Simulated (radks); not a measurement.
Ionisation ladder of gadolinium, from Gd XLV to Gd LXIV. Each ion is in the ground configuration listed by NIST, and IE = E(next ion) - E(this ion), with E = 0 for the bare nucleus. Method: scalar-relativistic Kohn-Sham, PBEsol, spin-polarised, spherical densities, finite nucleus; open shells are filled with parallel spins first (spin-orbit coupling, left out, can overturn this in heavy ions); Fermi nuclear charge, rms radius 5.1569 fm; computed with a radial shooting solver on a logarithmic mesh with Libxc functionals.

| species | configuration | E (hartree) | IE, Delta-SCF (eV) | IE, NIST (eV) | kind | error (eV) |
|---|---|---|---|---|---|---|
| Gd XLV | [Ar] 3d2 | -9614.5201 | 3526.2 | 3546 | theory | -19.8 |
| Gd XLVI | [Ar] 3d1 | -9484.9347 | 3640.0 | 3660 | theory | -20.0 |
| Gd XLVII | [Ar] | -9351.1677 | 4036.4 | 3980 | theory | +56.4 |
| Gd XLVIII | [Ne] 3s2 3p5 | -9202.8310 | 4136.7 | 4080 | theory | +56.7 |
| Gd XLIX | [Ne] 3s2 3p4 | -9050.8109 | 4235.3 | 4191 | theory | +44.3 |
| Gd L | [Ne] 3s2 3p3 | -8895.1655 | 4365.9 | 4294 | theory | +71.9 |
| Gd LI | [Ne] 3s2 3p2 | -8734.7204 | 4468.9 | 4578 | theory | -109.1 |
| Gd LII | [Ne] 3s2 3p1 | -8570.4915 | 4570.2 | 4693 | theory | -122.8 |
| Gd LIII | [Ne] 3s2 | -8402.5406 | 4926.8 | 4914 | theory | +12.8 |
| Gd LIV | [Ne] 3s1 | -8221.4858 | 5037.1 | 5025 | theory | +12.1 |
| Gd LV | [Ne] | -8036.3757 | 11499.9 | 11273 | theory | +226.9 |
| Gd LVI | [He] 2s2 2p5 | -7613.7636 | 11776.6 | 11552 | theory | +224.6 |
| Gd LVII | [He] 2s2 2p4 | -7180.9813 | 12048.2 | 11861 | theory | +187.2 |
| Gd LVIII | [He] 2s2 2p3 | -6738.2168 | 12418.8 | 12147 | theory | +271.8 |
| Gd LIX | [He] 2s2 2p2 | -6281.8332 | 12705.0 | 13183 | theory | -478.0 |
| Gd LX | [He] 2s2 2p1 | -5814.9333 | 12985.7 | 13521 | theory | -535.3 |
| Gd LXI | [He] 2s2 | -5337.7171 | 13967.5 | 13943 | theory | +24.5 |
| Gd LXII | [He] 2s1 | -4824.4223 | 14245.6 | 14224.6 | theory | +21.0 |
| Gd LXIII | [He] | -4300.9055 | 57925 | 57783.9 | theory | +140.6 |
| Gd LXIV | 1s1 | -2172.2179 | 59109 | 59065.5 | theory | +43.5 |

Reference values: NIST Atomic Spectra Database (exp. = measured, semi-emp. = semi-empirical, theory = theoretical value adopted there). The ionisation energy per charge of the ion left behind rises most, in proportion, at Gd LXIII ([He]), from 229.77 to 919.44 eV. Open shells are spherical and high-spin; term and fine-structure splittings are not resolved. Spin-orbit splitting is averaged out at the scalar-relativistic level.
